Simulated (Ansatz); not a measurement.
Input for Ansatz (a program for electronic structure): R-CCSD(T)/aug-cc-pV(T+d)Z on sulfur difluoride (SMILES FSF), atoms moved off the minimum. Files ending in .json are basis or fitting sets from the Basis Set Exchange.

Ansatz 0.2 input:
```yaml
crystal:
  periodic: [false, false, false]
  atoms:
    - {symbol: F, position_ang: [-1.07266038, -0.61480086, 0.02294991]}
    - {symbol: S, position_ang: [0.00161200, 0.66140661, 0.10714930]}
    - {symbol: F, position_ang: [1.20656646, -0.32237230, -0.03030836]}
basis:
  gaussian:
    orbitals: aug-cc-pV_T+d_Z.json
magnetization: {spin_polarized: false}
correlation: {method: ccsd_t, electrons: outside_noble_gas}
scf: {lower_state_search: off}
output: {forces: true}
```

Output:

```
WARN ansatz: RAYON_NUM_THREADS=1 ignored (pool sized by the plan → 1); use --threads N
Functional definition: HF
these checks for a lower state are left out or cut short: starts, cluster_reference, orbital_swaps, neighbouring_geometries, increment
integrals: 0.33 GiB planned
912 factors; integrals over basis functions are off by at most 9.0e-4 eV
mean field: 0.35 GiB planned
mean field evaluation 1: about -16227.8979 eV, gradient 3.3e1 eV
mean field evaluation 2: about -16228.0349 eV, gradient 3.4e1 eV
mean field evaluation 4: about -16229.9883 eV, gradient 3.0e0 eV
mean field evaluation 8: about -16230.0173 eV, gradient 2.2e-1 eV
mean field evaluation 16: about -16230.0175 eV, gradient 2.5e-6 eV
mean field -16230.01754417 eV, -596.4421436473 hartree, gradient 2.5e-6 eV, S^2 0.000000; 0 other end points of the search recorded, 0 dependent functions left out
7 core orbitals not correlated
reference -16230.01754417 eV, -596.4421436473 hartree; 10, 10 occupied and 130, 130 virtual orbitals, 912 factors
densities: 1.52 GiB planned
second order -18.91972432 eV of doubles, -0.00000000 eV of singles
coupled cluster: 0.94 GiB planned
cycle   1  -18.64028847 eV  change    2.8e-1 eV  update   1.1e-1
cycle   2  -19.11689928 eV  change   -4.8e-1 eV  update   3.6e-2
cycle   3  -19.24790621 eV  change   -1.3e-1 eV  update   1.8e-2
cycle   4  -19.22831435 eV  change    2.0e-2 eV  update   4.4e-3
cycle   5  -19.22528814 eV  change    3.0e-3 eV  update   2.4e-3
cycle   6  -19.22798256 eV  change   -2.7e-3 eV  update   8.8e-4
cycle   7  -19.22778993 eV  change    1.9e-4 eV  update   4.4e-4
cycle   8  -19.22758052 eV  change    2.1e-4 eV  update   1.3e-4
cycle   9  -19.22766287 eV  change   -8.2e-5 eV  update   5.2e-5
cycle  10  -19.22767137 eV  change   -8.5e-6 eV  update   1.8e-5
cycle  11  -19.22765521 eV  change    1.6e-5 eV  update   7.0e-6
cycle  12  -19.22766605 eV  change   -1.1e-5 eV  update   2.9e-6
perturbative correction -0.74660987 eV, -0.0274374066 hartree
the calculation of the forces begins
Total energy: -16249.99182009 eV, -597.1761847483 hartree
Atom 0 at    -1.072660    -0.614801     0.022950 Å, force     0.474809     1.591390     0.135854 eV/Å
Atom 1 at     0.001612     0.661407     0.107149 Å, force    -1.862730    -1.374137    -0.065465 eV/Å
Atom 2 at     1.206566    -0.322372    -0.030308 Å, force     1.387921    -0.217253    -0.070389 eV/Å
Dipole moment:     0.062760     0.300313     0.026595 e Å
Checks for a lower state left out: starts, cluster_reference, orbital_swaps, neighbouring_geometries, increment
```

Self-consistency was reached.

Cost: very roughly 3 core-minutes.
